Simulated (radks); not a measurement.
Coherent X-ray form factor from a spherical all-electron density. Calculated with a radial shooting solver on a logarithmic mesh with Libxc functionals: scalar-relativistic Kohn-Sham, PBEsol, spin-polarised, spherical densities, finite nucleus; Fermi nuclear charge, rms radius of each element as measured or else 0.836 A^(1/3) + 0.57 fm.

| sin(theta)/lambda (1/angstrom) | f0 (electrons) |
|---|---|
| 0.05 | 61.620 |
| 0.1 | 58.580 |
| 0.15 | 55.196 |
| 0.2 | 51.774 |
| 0.25 | 48.372 |
| 0.3 | 45.114 |
| 0.4 | 39.384 |
| 0.5 | 34.724 |
| 0.6 | 30.857 |
| 0.8 | 24.790 |
| 1 | 20.568 |
| 1.25 | 17.224 |
| 1.5 | 14.978 |
| 2 | 11.302 |

The species is in the configuration that NIST lists as its ground one. Which atom or ion scatters so?

Answer. Neutral europium, [Xe] 4f7 6s2. Extrapolating in s^2 from the first two rows gives f0(0) = 62.6, near the electron count 63; among species with that count, the fall with angle is slower the higher Z, and the table is that of Z = 63; from so few rows the species is fixed only to a neighbour or two.
